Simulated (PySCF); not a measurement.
A species of formula C3H8BP has this rotational fingerprint, computed with PBE0-D3(BJ)/def2-SVP geometry optimisation, gas phase (PySCF):

| Property | Result |
| --- | --- |
| Rotational constants | A = 13737, B = 1621, C = 1595 MHz |
| Dipole components | \|μa\| = 1.20 D, \|μb\| = 0.76 D, \|μc\| = 0.45 D |
| Inertial defect | -31.71 u·Å² |
| κ | -1.00 |

Question: Which structure is it? (One computed conformer of each.)
A. `[CH:1]#[C:2][CH2:3][BH2-:4][PH3+:5]` with C2–C3–B4–P5 -47°
B. `[CH2:1]=[CH:2][CH2:3][BH:4][PH2:5]` with C1–C2–C3–B4 -111°, C2–C3–B4–P5 -6°, C3–B4–P5–H 43° and 147°
C. `[PH2:1][BH:2][CH:3]1[CH2:4][CH2:5]1` with H–P1–B2–C3 -142° and -41°, P1–B2–C3–C4 -143°

Answer: C. It is PBC1CC1. The candidates at the same level (rigid rotor, commonest isotopes):

```tsv
SMILES	A (MHz)	B (MHz)	C (MHz)	μa (D)	μb (D)	μc (D)	Δ (u·Å²)	point group	rotor
C#CC[BH2-][PH3+]	6007	2458	1872	2.49	2.75	1.05	-19.80	C1	asymmetric top
C=CCBP	7200	2050	1711	0.39	0.17	0.60	-21.33	C1	asymmetric top
PBC1CC1	13737	1621	1595	1.20	0.76	0.45	-31.71	–	–
```

`C=CCBP` has A 48 % too low; `C#CC[BH2-][PH3+]` has A 56 % too low. No structure here is proved a minimum.
